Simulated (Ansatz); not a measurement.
Wavefunction ladder for C$_{2}$H$_{7}$AlOSi

```xyz
12

C     0.9450    1.5853   -1.6149
Al    0.1163    0.4018   -0.3257
C     0.3711   -1.3204    0.6064
Si   -1.2842   -0.8200    1.3455
O    -1.3936    0.6163    0.5029
H     1.0060    1.1102   -2.5990
H     0.3799    2.5142   -1.7230
H     1.9677    1.8390   -1.3205
H     0.3648   -2.2227   -0.0087
H     1.2058   -1.3862    1.3076
H    -2.4141   -1.7308    1.0138
H    -1.2646   -0.5866    2.8157
```

The species carries charge 0 and has multiplicity 1. All single points use the PBE0-D4/def2-TZVP geometry. Frozen core, restricted reference, Ansatz 0.2.0. CBS rows extrapolate triple and quadruple zeta; past MP2 they add the triple-zeta difference.

```tsv
basis	HF (Eh)	MP2 corr.
def2-SVP	-685.32904	-0.62581
def2-TZVPP	-685.70853	-0.78195
def2-QZVPP	-685.73228	-0.83793
```

Task: Estimate the CCSD correlation energy and the (T) correction in each basis where they were run (hartree).

Result: 
| basis | CCSD corr. | (T) |
| --- | --- | --- |
| def2-SVP | -0.67583 | -0.01948 |
| def2-TZVPP | -0.82416 | -0.03292 |
| CBS(def2) | -0.92161 | as TZ |
